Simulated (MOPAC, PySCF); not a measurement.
[Ti(Br)(H)3], neutral singlet in the gas phase. 

Z-matrix (Å, degrees):
```
Ti
H 1 1.6955
H 1 1.6956 2 111.62
H 1 1.6956 2 111.62 3 125.68
Br 1 2.3136 2 107.20 3 -117.15
```
Charge 0, multiplicity 1.

All levels are single points at this geometry (TPSS-D3(BJ)/def2-SVP); Pople sets use spherical d functions. Orbital energies aren't observables, and empty levels follow the basis.

PM7 in MOPAC gives dipole (D) = 0.82.

**Question.** Estimate the dipole (D) from each of these levels: PBE-D3(BJ)/def2-TZVP in PySCF; TPSSh-D3(BJ)/def2-TZVP in PySCF; B3LYP/LANL2DZ in PySCF; BP86/6-31G* (LANL2DZ on Ti) in PySCF; PBE/6-31G* (LANL2DZ on Ti) in PySCF; HF/3-21G in PySCF; HF/6-31G* (LANL2DZ on Ti) in PySCF; PM6 in MOPAC.

**Answer.** 
```tsv
level	dipole (D)
PBE-D3(BJ)/def2-TZVP in PySCF	0.30
TPSSh-D3(BJ)/def2-TZVP in PySCF	0.52
B3LYP/LANL2DZ in PySCF	0.89
BP86/6-31G* (LANL2DZ on Ti) in PySCF	0.15
PBE/6-31G* (LANL2DZ on Ti) in PySCF	0.16
HF/3-21G in PySCF	2.07
HF/6-31G* (LANL2DZ on Ti) in PySCF	1.22
PM6 in MOPAC	0.57
```
